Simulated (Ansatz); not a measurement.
`CC1BOB1`, 11 atoms. Total charge 0; spin multiplicity 1. All runs use 2 threads of an Intel Xeon on a shared host. Correlated methods freeze the cores.

(1) How many basis functions does each run have, and how long does it take in Ansatz? RKS PBE0-D4/def2-SVP energy; RKS PBE0-D4/def2-TZVP frequencies; RHF-MP2/def2-QZVPP energy; RHF-CCSD(T)/def2-SVP energy; RKS B3LYP-D4/def2-TZVPP energy and forces; RKS SPW92 (LDA)/def2-TZVPP energy; RKS PBE0-D4/def2-TZVP relaxation (8 steps); RKS ωB97M-V/def2-QZVPP energy; RKS LC-ωPBE/def2-TZVPP energy; RHF-CCSD(T)/def2-TZVPP energy; RKS ωB97M-V/def2-SVP energy; direct RPA on PBE orbitals/def2-TZVPP energy. (An estimate is asked.)

## Answers

(1) The calculation gave: Other jobs shared the machine, so times are rough.

```csv
level,job,functions,wall time,peak host memory (GiB)
RKS PBE0-D4/def2-SVP,energy,100,1.2 s,0.5
RKS SPW92 (LDA)/def2-TZVPP,energy,239,1.6 s,0.28
RKS LC-ωPBE/def2-TZVPP,energy,239,3.2 s,0.5
RKS ωB97M-V/def2-SVP,energy,100,3.9 s,0.5
RHF-CCSD(T)/def2-SVP,energy,100,5.5 s,0.5
RKS B3LYP-D4/def2-TZVPP,energy and forces,239,6 s,0.59
direct RPA on PBE orbitals/def2-TZVPP,energy,239,6 s,0.59
RKS ωB97M-V/def2-QZVPP,energy,465,21 s,1.6
RHF-MP2/def2-QZVPP,energy,465,32 s,2.9
RKS PBE0-D4/def2-TZVP,relaxation (8 steps),191,33 s,0.45
RKS PBE0-D4/def2-TZVP,frequencies,191,3 min,0.5
RHF-CCSD(T)/def2-TZVPP,energy,239,4.6 min,2
```

B3LYP here is the variant with VWN-RPA as its local correlation; programs differ in this. LC-ωPBE has ω = 0.4 bohr⁻¹.
